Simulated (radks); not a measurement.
Results of a calculation; reference values are marked as such.
All-electron atom: Al2+ in [Ne] 3d1 (not the ground configuration). Level of theory: scalar-relativistic Kohn-Sham, PBEsol, spin-polarised, spherical densities, point nucleus; open shells are filled with parallel spins first (a radial shooting solver on a logarithmic mesh with Libxc functionals).

Normalised radial functions P(r) = r R(r), r in bohr:

```
   r/bohr * 1s up (the largest magnitude, 2.59, reaches the edge; | marks zero)
 0.003852 |      *
 0.004378 |       *
 0.004976 |        *
  0.00561 |         *
 0.006377 |          *
 0.007247 |            *
 0.008237 |             *
 0.009362 |               *
  0.01056 |                 *
    0.012 |                   *
  0.01363 |                     *
   0.0155 |                        *
  0.01761 |                          *
  0.01986 |                             *
  0.02257 |                                *
  0.02565 |                                   *
  0.02916 |                                      *
  0.03287 |                                        *
  0.03736 |                                           *
  0.04246 |                                              *
  0.04826 |                                                 *
  0.05485 |                                                   *
  0.06185 |                                                     *
  0.07029 |                                                      *
  0.07989 |                                                      *
   0.0908 |                                                     *
   0.1032 |                                                    *
   0.1164 |                                                 *
   0.1322 |                                              *
   0.1503 |                                          *
   0.1708 |                                     *
   0.1942 |                               *
   0.2189 |                          *
   0.2488 |                    *
   0.2828 |               *
   0.3214 |          *
   0.3653 |       *
   0.4118 |    *
   0.4681 |  *
    0.532 | *
   0.6046 |*
   0.6872 *
   0.7748 *
   0.8806 *
    1.001 *
    1.138 *
    1.293 *
    1.458 *
    1.657 *
    1.883 *
     2.14 *
    2.413 *
    2.743 *
    3.117 *
    3.543 *
    4.026 *
     4.54 *
     5.16 *
    5.864 *
    6.665 *
    7.575 *
    8.541 *
    9.707 *
    11.03 *
```

1s up: eigenvalue -1533.7 eV, 0 radial nodes, <r> = 0.120 bohr, 90 % of the charge inside 0.215 bohr.
